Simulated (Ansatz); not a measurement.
```yaml
crystal:
  periodic: [false, false, false]
  atoms:
    - {symbol: Br, position_ang: [-1.332769, 0.549751, 1.693199]}
    - {symbol: Sn, position_ang: [0.216899, 0.053992, -0.118809]}
    - {symbol: Br, position_ang: [1.097479, -2.118914, 0.533886]}
    - {symbol: Br, position_ang: [-1.275640, -0.053154, -2.267407]}
    - {symbol: H, position_ang: [1.032231, 1.561061, -0.168039]}
basis:
  gaussian: {orbitals: def2-TZVPP, final_grid: {core_spheres: 20, valence_spheres: 16, degree: 47}}
hamiltonian: {xc: {name: BLYP}, dispersion: d3bjatm}
scf: {max_iter: 3}
output: {forces: true}
```

```sh
$ ansatz run in.yaml --threads 4 --pin off --events-out ev --progress --plain --max-ram 10444MiB
```

Q: How does Ansatz answer? (Best estimate.)

A: The calculation gave: The input was rejected before any iteration.
```
Error: invalid value for `basis.gaussian`: such a run doesn't read scf.max_iter; remove what it names
```
